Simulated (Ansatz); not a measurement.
A nudged elastic band was laid between two geometries of FH₃O₂Zn (7 atoms, charge 0, multiplicity 1).

Computed with Ansatz 0.2.0, RKS PBE0/def2-SVP.

| Property | Result |
| --- | --- |
| movable images | 7 |
| climbing image | yes |
| spring | 5.0 eV/Å² |
| optimiser | quadratic models (default) |
| start path | through a guess of the saddle point |
| force threshold | 0.05 eV/Å |
| iteration limit | 60 |
| end points | relaxed |

Initial state:

```xyz
7
Properties=species:S:1:pos:R:3
Zn 0.030 -0.155 0.033
O -0.040 0.146 1.864
H -0.724 -0.242 2.415
O -0.392 -0.236 -1.689
H 0.335 -0.545 -2.239
F 1.927 -0.643 0.970
H 1.252 -0.369 1.688
```

Final state:

```xyz
7
Properties=species:S:1:pos:R:3
Zn 0.672 -0.347 -0.141
O -0.039 0.188 1.806
H -0.717 -0.304 2.284
O -0.435 -0.225 -1.532
H -0.021 -0.461 -2.368
F 2.095 -0.731 0.910
H 0.835 -0.164 2.084
```

Task: What changes between the two ends?

Result: Bonds formed: O2–H7.

Task: Give the energies along the band, and the barrier.

Result: The forces met the threshold. The highest image is number 0 of 0 to 8, 0.000 eV above the first end and 0.357 eV above the last; the last end lies 0.357 eV below the first. The highest image is an end point: on this band no image between the ends rises above it. A vibrational analysis next to that end finds imaginary modes (75i cm⁻¹), so it isn't a minimum.

```tsv
image	path coordinate (Å)	energy (eV)	O2–H7 (Å)
0	0.00	0.000	1.40
1	0.08	0.000	1.35
2	0.25	-0.017	1.21
3	0.41	-0.109	1.10
4	0.58	-0.225	1.03
5	0.75	-0.296	1.00
6	0.91	-0.334	0.99
7	1.08	-0.352	0.99
8	1.25	-0.357	0.98
```

Time of the run: 2.7 min on 2 threads of Arm Neoverse V2 (shared host), peak memory 0.18 GiB.
